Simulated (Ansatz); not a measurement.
Species: sum formula BNH2Cl2, net charge 0, singlet state. SMILES: NB(Cl)Cl
Structure (B3LYP-D3(BJ)/def2-TZVP (Ansatz, an electronic-structure program) minimum search):
```
B
N 1 1.3854
H 2 1.0060 1 122.41
H 2 1.0060 3 115.18 1 180.00
Cl 1 1.7704 2 120.26 3 180.00
Cl 1 1.7704 2 120.26 3 0.00
```
Charge 0, spin multiplicity 1.

Atomisation energy built up term by term with Ansatz (kcal/mol; UHF references for open shells; valence terms freeze the core; atomic spin-orbit terms are left out). Basis-set limits of correlation are two-point, X^-3; Hartree-Fock from the larger set (for Q and 5 zeta extrapolated as (X+1)exp(-9√X)).

```csv
term,basis,kcal/mol
Hartree-Fock,"CBS(cc-pV(Q+d)Z,cc-pV(5+d)Z)",382.92
CCSD correlation,"CBS(cc-pV(Q+d)Z,cc-pV(5+d)Z)",[?]
(T),"CBS(cc-pV(Q+d)Z,cc-pV(5+d)Z)",[?]
core correlation,cc-pwCVTZ,2.52
scalar relativity (X2C),cc-pVTZ-DK against cc-pVTZ,-0.84
sum: De,,[?]
```

Complete the blanks.


- CCSD correlation, kcal/mol: 131.49
- (T), kcal/mol: 11.49
- sum: De, kcal/mol: 527.6
